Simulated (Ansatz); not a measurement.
**Cost against result**

Saddle point of GaHBrCl, closed shell (GaBr + HCl → GaCl + HBr; bonds formed: Ga1–Cl4, Br2–H3; bonds broken: Ga1–Br2, H3–Cl4), PBE0-D4/def2-TZVP structure:

Ga1  (1.534, 0.417, -0.438)
Br2  (-0.932, -0.500, -1.359)
H3  (-0.708, -0.189, 0.222)
Cl4  (0.105, 0.272, 1.575)
(Å)

Barriers are electronic and count from the start structure reached by relaxing down the imaginary mode.

Ansatz 0.2.0; basis: as named in each row; cores frozen in the correlated methods. Filled d shells of the heavier atoms are correlated. The def2 sets are not built for correlating such inner shells, so the correlated values are less sure here. B3LYP uses VWN-RPA correlation. Extrapolation: Hartree–Fock as exp(−7.88 √X), correlation as X^−2.97.

Times are rough, for one single point on 2 threads of a shared host (Intel Xeon Platinum 8375C).

The estimate by CCSD(T) at an estimated basis limit (MP2 extrapolated from triple and quadruple zeta, plus CCSD(T) − MP2 in triple zeta) is 33.6 kJ/mol.

```csv
method,basis,time (s),barrier (kJ/mol),method less estimate
SPW92,def2-SVP,under 1,-7.5,-41.1
PBE-D4,def2-SVP,under 1,9.0,-24.6
SPW92,def2-TZVPP,1,-3.9,-37.6
PBE0-D4,def2-SVP,1,20.8,-12.8
HF,STO-3G,2,13.5,-20.1
B3LYP-D4,6-31G,2,11.3,-22.3
PBE-D4,def2-TZVPP,2,11.7,-21.9
BLYP-D4,def2-TZVPP,2,21.7,-11.9
B3LYP-D4,def2-TZVPP,2,29.1,-4.5
BHLYP-D4,def2-TZVPP,2,42.3,8.7
PBE0-D4,def2-TZVPP,3,22.2,-11.4
CAM-B3LYP-D4,def2-TZVPP,3,34.1,0.5
RPA on PBE,def2-TZVPP,3,34.9,1.3
CCSD(T),def2-SVP,4,49.4,15.8
r2SCAN0-D4,def2-TZVPP,4,25.0,-8.6
B2PLYP,def2-TZVPP,4,31.7,-1.9
PBE-QIDH,def2-TZVPP,4,29.9,-3.7
r2SCAN-D4,def2-TZVPP,5,16.4,-17.2
wB97M-V,def2-SVP,6,32.2,-1.5
wB97X-V,def2-TZVPP,6,35.7,2.1
PBE-D4,STO-3G,6,-48.3,-82.0
wB97M-V,def2-TZVPP,6,34.5,0.9
B97M-V,def2-TZVPP,9,29.7,-3.9
MP2,def2-QZVPP,15,28.2,-5.4
CCSD(T),def2-TZVPP,26,37.7,4.1
```

All methods are single points on the PBE0-D4 structures; a negative value means that the method puts the saddle structure below the start.

No T1 diagnostic of these runs exceeds 0.011.
